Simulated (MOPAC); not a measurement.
MOPAC input (AM1):

```
AM1 1SCF CHARGE=1 GEO-OK AUX(PRECISION=9) THREADS=1
C5H13O

C     3.24006800 1    0.13599800 1   -0.06355700 1
C     1.90269700 1   -0.42678900 1    0.40558900 1
C     0.71583000 1    0.29185500 1   -0.23822600 1
C    -0.62961900 1   -0.28104500 1    0.24745500 1
C    -1.74751900 1    0.45324200 1   -0.41923000 1
O    -3.10284400 1   -0.12618400 1    0.13506400 1
H     3.35483600 1    0.03543200 1   -1.14460100 1
H     4.06838200 1   -0.39176900 1    0.40865100 1
H     3.33398200 1    1.19427200 1    0.18759000 1
H     1.82551200 1   -0.34236700 1    1.49330400 1
H     1.84643300 1   -1.49376700 1    0.17097700 1
H     0.78196200 1    0.20421500 1   -1.32653000 1
H     0.76254500 1    1.35862900 1   -0.00173000 1
H    -0.70564500 1   -0.17524600 1    1.33148300 1
H    -0.67306000 1   -1.34651600 1   -0.00105100 1
H    -1.80715900 1    0.31422600 1   -1.49586000 1
H    -1.83354100 1    1.49839500 1   -0.13699500 1
H    -3.11678400 1   -1.10139700 1    0.14677800 1
H    -3.90344900 1    0.21579800 1   -0.30471300 1
```

From the output:

```
                                                       MOPAC v23.2.5 Linux

          FINAL HEAT OF FORMATION =        110.51352 KCAL/MOL =     462.38856 KJ/MOL

          COSMO AREA              =        151.13 SQUARE ANGSTROMS
          COSMO VOLUME            =        137.82 CUBIC ANGSTROMS

          IONIZATION POTENTIAL    =         14.635448 EV
          HOMO LUMO ENERGIES (EV) =        -14.635 -5.785
          NO. OF FILLED LEVELS    =         19
          MOLECULAR WEIGHT        =         89.1571         POINT GROUP:  C1

          MOLECULAR DIMENSIONS (Angstroms)

            Atom       Atom       Distance
            H    19    H     8     8.02671
            H    14    H     7     2.87191
            H    15    H     9     2.76420

          SCF CALCULATIONS        =          1

   ATOM   CHEMICAL          X               Y               Z
  NUMBER   SYMBOL      (ANGSTROMS)     (ANGSTROMS)     (ANGSTROMS)

     1       C          3.24006800  *   0.13599800  *  -0.06355700  *
     2       C          1.90269700  *  -0.42678900  *   0.40558900  *
     3       C          0.71583000  *   0.29185500  *  -0.23822600  *
     4       C         -0.62961900  *  -0.28104500  *   0.24745500  *
     5       C         -1.74751900  *   0.45324200  *  -0.41923000  *
     6       O         -3.10284400  *  -0.12618400  *   0.13506400  *
     7       H          3.35483600  *   0.03543200  *  -1.14460100  *
     8       H          4.06838200  *  -0.39176900  *   0.40865100  *
     9       H          3.33398200  *   1.19427200  *   0.18759000  *
    10       H          1.82551200  *  -0.34236700  *   1.49330400  *
    11       H          1.84643300  *  -1.49376700  *   0.17097700  *
    12       H          0.78196200  *   0.20421500  *  -1.32653000  *
    13       H          0.76254500  *   1.35862900  *  -0.00173000  *
    14       H         -0.70564500  *  -0.17524600  *   1.33148300  *
    15       H         -0.67306000  *  -1.34651600  *  -0.00105100  *
    16       H         -1.80715900  *   0.31422600  *  -1.49586000  *
    17       H         -1.83354100  *   1.49839500  *  -0.13699500  *
    18       H         -3.11678400  *  -1.10139700  *   0.14677800  *
    19       H         -3.90344900  *   0.21579800  *  -0.30471300  *

                             CARTESIAN COORDINATES

   1    C        3.240068000     0.135998000    -0.063557000
   2    C        1.902697000    -0.426789000     0.405589000
   3    C        0.715830000     0.291855000    -0.238226000
   4    C       -0.629619000    -0.281045000     0.247455000
   5    C       -1.747519000     0.453242000    -0.419230000
   6    O       -3.102844000    -0.126184000     0.135064000
   7    H        3.354836000     0.035432000    -1.144601000
   8    H        4.068382000    -0.391769000     0.408651000
   9    H        3.333982000     1.194272000     0.187590000
  10    H        1.825512000    -0.342367000     1.493304000
  11    H        1.846433000    -1.493767000     0.170977000
  12    H        0.781962000     0.204215000    -1.326530000
  13    H        0.762545000     1.358629000    -0.001730000
  14    H       -0.705645000    -0.175246000     1.331483000
  15    H       -0.673060000    -1.346516000    -0.001051000
  16    H       -1.807159000     0.314226000    -1.495860000
  17    H       -1.833541000     1.498395000    -0.136995000
  18    H       -3.116784000    -1.101397000     0.146778000
  19    H       -3.903449000     0.215798000    -0.304713000

           Empirical Formula: C5 H13 O  =    19 atoms

      MOLECULAR POINT GROUP   :   C1

                  EIGENVALUES
 -46.26298 -41.00500 -36.85065 -31.76013 -28.18733 -26.48120 -25.57542 -24.27899
 -22.36341 -20.67939 -19.30698 -18.98772 -18.34828 -17.41636 -16.93956 -15.99685
 -15.75408 -15.05817 -14.63545  -5.78487  -2.30431  -1.72961  -1.65413  -1.44370
  -1.07609  -0.43384  -0.32970   0.16994   0.58654   0.67935   1.11491   1.37672
   1.61335   1.81341   2.24064   2.28210   2.69339

              NET ATOMIC CHARGES AND DIPOLE CONTRIBUTIONS

  ATOM NO.   TYPE          CHARGE      No. of ELECS.   s-Pop       p-Pop
    1          C          -0.210819        4.2108     1.21519     2.99563
    2          C          -0.150631        4.1506     1.21305     2.93758
    3          C          -0.145564        4.1456     1.21854     2.92703
    4          C          -0.215225        4.2152     1.22237     2.99286
    5          C           0.068650        3.9314     1.27898     2.65237
    6          O          -0.196936        6.1969     1.77695     4.41998
    7          H           0.081590        0.9184     0.91841
    8          H           0.099048        0.9010     0.90095
    9          H           0.082648        0.9174     0.91735
   10          H           0.090287        0.9097     0.90971
   11          H           0.087590        0.9124     0.91241
   12          H           0.095858        0.9041     0.90414
   13          H           0.099263        0.9007     0.90074
   14          H           0.133394        0.8666     0.86661
   15          H           0.114927        0.8851     0.88507
   16          H           0.132501        0.8675     0.86750
   17          H           0.161042        0.8390     0.83896
   18          H           0.333073        0.6669     0.66693
   19          H           0.339307        0.6607     0.66069
 DIPOLE           X         Y         Z       TOTAL
 POINT-CHG.    -9.814    -0.116    -1.159     9.883
 HYBRID        -0.973    -0.391    -0.430     1.134
 SUM          -10.788    -0.507    -1.590    10.916

          ATOMIC ORBITAL ELECTRON POPULATIONS

     Atom    s        px        py        pz
    1  C   1.21519   0.94737   1.02286   1.02540
    2  C   1.21305   0.92857   0.99923   1.00978
    3  C   1.21854   0.88806   1.01715   1.02182
    4  C   1.22237   0.93580   1.01521   1.04185
    5  C   1.27898   0.67299   0.98709   0.99230
    6  O   1.77695   1.33530   1.33624   1.74844
    7  H   0.91841
    8  H   0.90095
    9  H   0.91735
   10  H   0.90971
   11  H   0.91241
   12  H   0.90414
   13  H   0.90074
   14  H   0.86661
   15  H   0.88507
   16  H   0.86750
   17  H   0.83896
   18  H   0.66693
   19  H   0.66069

 **********************
 *                    *
 * JOB ENDED NORMALLY *
 *                    *
 **********************

 == MOPAC DONE ==
```

The dipole moment of an ion depends on the origin.

The geometry given is a B3LYP-D3(BJ)/def2-TZVP minimum.
